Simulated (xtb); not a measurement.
C₈H₁₂, charge -1, doublet, geometry from GFN2-xTB of the parent state (a state made from the parent by changing its charge; the spin is typed, not shown lowest); GFN2-xTB run with xtb.

xtb was given this input:
```
$ xtb mol.xyz --gfn 2 --chrg -1 --uhf 1 --json

# file mol.xyz
20

C     -0.70828786    -1.71453506    -0.20008818
C      0.70628698    -1.71604758    -0.19410523
C      1.51785443    -0.59492883    -0.59285083
C      1.51405403     0.59168699     0.60567432
C      0.70828786     1.71453506     0.20008818
C     -0.70628698     1.71604758     0.19410523
C     -1.51785443     0.59492883     0.59285083
C     -1.51405403    -0.59168699    -0.60567432
H     -1.19959199    -2.50912615     0.34426658
H      1.19126860    -2.51168255     0.35437875
H      1.15724154    -0.09450629    -1.48685965
H      2.56158258    -0.86991102    -0.71728077
H      2.55727795     0.86443772     0.73893104
H      1.14482246     0.09204483     1.49659626
H      1.19959199     2.50912615    -0.34426658
H     -1.19126860     2.51168255    -0.35437875
H     -1.15724154     0.09450629     1.48685965
H     -2.56158258     0.86991102     0.71728077
H     -1.14482246    -0.09204483    -1.49659626
H     -2.55727795    -0.86443772    -0.73893104
```

Write the output that xtb gives for this input, abridged.


```
   ID    Z sym.   atoms
    1    6 C      1-8
    2    1 H      9-20

           -------------------------------------------------
          |                Calculation Setup                |
           -------------------------------------------------

           -------------------------------------------------
          |                 G F N 2 - x T B                 |
           -------------------------------------------------

          ...................................................
          :                      SETUP                      :
          :.................................................:
          :  # basis functions                  44          :
          :  # atomic orbitals                  44          :
          :  # shells                           28          :
          :  # electrons                        45          :
          :  max. iterations                   250          :
          :  Hamiltonian                  GFN2-xTB          :
          :  restarted?                      false          :
          :  GBSA solvation                  false          :
          :  PC potential                    false          :
          :  electronic temp.          300.0000000     K    :
          :  accuracy                    1.0000000          :
          :  -> integral cutoff          0.2500000E+02      :
          :  -> integral neglect         0.1000000E-07      :
          :  -> SCF convergence          0.1000000E-05 Eh   :
          :  -> wf. convergence          0.1000000E-03 e    :
          :  Broyden damping             0.4000000          :
          :  net charge                         -1          :
          :  unpaired electrons                  1          :
          ...................................................

 iter      E             dE          RMSdq      gap      omega  full diag
   1    -23.6229923 -0.236230E+02  0.285E+00    1.44       0.0  T
   2    -23.6720477 -0.490553E-01  0.152E+00    1.48       1.0  T
   3    -23.6735717 -0.152405E-02  0.706E-01    1.45       1.0  T
   4    -23.6737941 -0.222401E-03  0.160E-01    1.46       1.0  T
   5    -23.6738687 -0.746030E-04  0.435E-02    1.45       1.0  T
   6    -23.6738693 -0.520169E-06  0.420E-03    1.45       5.3  T
   7    -23.6738693 -0.562337E-07  0.145E-03    1.45      15.4  T
   8    -23.6738693 -0.152657E-07  0.247E-04    1.45      90.5  T
   9    -23.6738693 -0.151523E-10  0.285E-05    1.45     783.9  T

   *** convergence criteria satisfied after 9 iterations ***

         :::::::::::::::::::::::::::::::::::::::::::::::::::::
         ::                     SUMMARY                     ::
         :::::::::::::::::::::::::::::::::::::::::::::::::::::
         :: total energy             -23.300249094734 Eh    ::
         :: gradient norm              0.098650274451 Eh/a0 ::
         :: HOMO-LUMO gap              1.453014079065 eV    ::
         ::.................................................::
         :: SCC energy               -23.673792903266 Eh    ::
         :: -> isotropic ES            0.104965448424 Eh    ::
         :: -> anisotropic ES          0.024394532569 Eh    ::
         :: -> anisotropic XC          0.012321769337 Eh    ::
         :: -> dispersion             -0.018008124462 Eh    ::
         :: repulsion energy           0.373543808532 Eh    ::
         :: add. restraining           0.000000000000 Eh    ::
         :: total charge              -1.000000000000 e     ::
         :::::::::::::::::::::::::::::::::::::::::::::::::::::

           -------------------------------------------------
          |                Property Printout                |
           -------------------------------------------------

    * Orbital Energies and Occupations

         #    Occupation            Energy/Eh            Energy/eV
      -------------------------------------------------------------
         1        2.0000           -0.4262843             -11.5998
[...]

     #   Z          covCN         q      C6AA      α(0)
     1   6 C        2.889    -0.112    30.831     9.103
     2   6 C        2.889    -0.112    30.831     9.103
     3   6 C        3.767    -0.046    21.438     6.599
     4   6 C        3.767    -0.046    21.438     6.599
     5   6 C        2.889    -0.112    30.831     9.103
     6   6 C        2.889    -0.112    30.831     9.103
     7   6 C        3.767    -0.046    21.438     6.599
     8   6 C        3.767    -0.046    21.438     6.599
     9   1 H        0.925    -0.058     4.291     3.239
    10   1 H        0.925    -0.058     4.291     3.239
    11   1 H        0.925    -0.002     3.097     2.752
    12   1 H        0.925    -0.032     3.674     2.997
    13   1 H        0.925    -0.032     3.674     2.997
    14   1 H        0.925    -0.002     3.097     2.752
    15   1 H        0.925    -0.058     4.291     3.239
    16   1 H        0.925    -0.058     4.291     3.239
    17   1 H        0.925    -0.002     3.097     2.752
    18   1 H        0.925    -0.032     3.674     2.997
    19   1 H        0.925    -0.002     3.097     2.752
    20   1 H        0.925    -0.032     3.674     2.997

 Mol. C6AA /au·bohr⁶  :       4049.550981
 Mol. C8AA /au·bohr⁸  :      89141.037242
 Mol. α(0) /au        :         98.764810

Wiberg/Mayer (AO) data.
largest (>0.10) Wiberg bond orders for each atom

 ---------------------------------------------------------------------------
     #   Z sym  total        # sym  WBO       # sym  WBO       # sym  WBO
 ---------------------------------------------------------------------------
     1   6 C    3.889 --     2 C    1.564     8 C    1.115     9 H    0.971
     2   6 C    3.889 --     1 C    1.564     3 C    1.115    10 H    0.971
     3   6 C    3.990 --     2 C    1.115    12 H    0.981    11 H    0.975
                             4 C    0.832
     4   6 C    3.990 --     5 C    1.115    13 H    0.981    14 H    0.975
                             3 C    0.832
     5   6 C    3.889 --     6 C    1.564     4 C    1.115    15 H    0.971
     6   6 C    3.889 --     5 C    1.564     7 C    1.115    16 H    0.971
     7   6 C    3.990 --     6 C    1.115    18 H    0.981    17 H    0.975
                             8 C    0.832
     8   6 C    3.990 --     1 C    1.115    20 H    0.981    19 H    0.975
                             7 C    0.832
     9   1 H    0.997 --     1 C    0.971
    10   1 H    0.997 --     2 C    0.971
    11   1 H    1.000 --     3 C    0.975
    12   1 H    0.999 --     3 C    0.981
    13   1 H    0.999 --     4 C    0.981
    14   1 H    1.000 --     4 C    0.975
    15   1 H    0.997 --     5 C    0.971
    16   1 H    0.997 --     6 C    0.971
    17   1 H    1.000 --     7 C    0.975
    18   1 H    0.999 --     7 C    0.981
    19   1 H    1.000 --     8 C    0.975
    20   1 H    0.999 --     8 C    0.981
 ---------------------------------------------------------------------------

Topologies differ in total number of bonds
Writing topology from bond orders to xtbtopo.mol

molecular dipole:
                 x           y           z       tot (Debye)
 q only:       -0.000      -0.000      -0.000
   full:       -0.000      -0.000      -0.000       0.000
molecular quadrupole (traceless):
                xx          xy          yy          xz          yz          zz
 q only:       -0.913      -0.004      -6.877      -0.037      -0.510       7.790
  q+dip:        2.772       0.005      -9.072      -0.019      -4.247       6.300
   full:        1.872       0.003      -8.608      -0.024      -3.358       6.736

           -------------------------------------------------
          | TOTAL ENERGY              -23.300249094734 Eh   |
          | GRADIENT NORM               0.098650274451 Eh/α |
          | HOMO-LUMO GAP               1.453014079065 eV   |
           -------------------------------------------------

normal termination of xtb
```
